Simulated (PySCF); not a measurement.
## Co (cobalt, neutral) across methods

[Ar] 3d8 4s1, 4s spin antiparallel (an excited configuration). Calculation: PySCF 2.14, in aug-cc-pwCVTZ-DK with one added diffuse shell each of s, p, d, f, g type (11s10p8d5f4g, 152 functions); the spin-free X2C one-electron Hamiltonian (Gaussian nucleus).

| method | E (hartree) | mean ε 3d α (eV) | mean ε 4s β (eV) | mean ε 3d β (eV) | Σ⟨r²⟩ (bohr²) | ⟨S²⟩ |
| --- | --- | --- | --- | --- | --- | --- |
| PBE | -1393.011 | -4.899 | -4.576 | -3.707 | 34.39 | 1.762 |
| UHF | -1391.80081 | -12.757 | -6.182 | -10.093 | 34.90 | 1.766 |
| LDA | -1390.595 | -5.159 | -4.762 | -3.796 | 34.01 | 1.762 |
| r2SCAN | -1393.207 | -5.002 | -4.843 | -3.816 | 33.89 | 1.766 |

(1) Estimate the same row for PBE0.

With the s spin flipped the determinant is a mixture of two multiplicities, not a spectroscopic state.

Results:

(1) E (hartree) = -1393.000; mean ε 3d α (eV) = -6.890; mean ε 4s β (eV) = -5.098; mean ε 3d β (eV) = -5.365; Σ⟨r²⟩ (bohr²) = 34.00; ⟨S²⟩ = 1.762.
